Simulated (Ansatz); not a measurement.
Ansatz results at the PBE0-D4/def2-TZVP geometry: LUMO energy (ωB97M-V/def2-TZVPP) 0.90 eV; HOMO energy (PBE/def2-TZVPP) -6.99 eV; size of the dipole moment (PBE/def2-TZVPP) 1.32 D.

Each molecule was computed in one conformer, which needn't be the lowest.

Problem. Which molecule gave them?
A. `O[SiH2]C#C[SiH3]`
B. `C[SiH2]C[SiH2]O`
C. `C=C[SiH2][SiH](O)O`
D. `CO[SiH](F)CC[SiH2]F`

Solution. A. The others give `C[SiH2]C[SiH2]O`: 1.79, -6.84, 1.93; `C=C[SiH2][SiH](O)O`: 1.55, -6.50, 0.92; `CO[SiH](F)CC[SiH2]F`: 2.08, -6.95, 0.85.
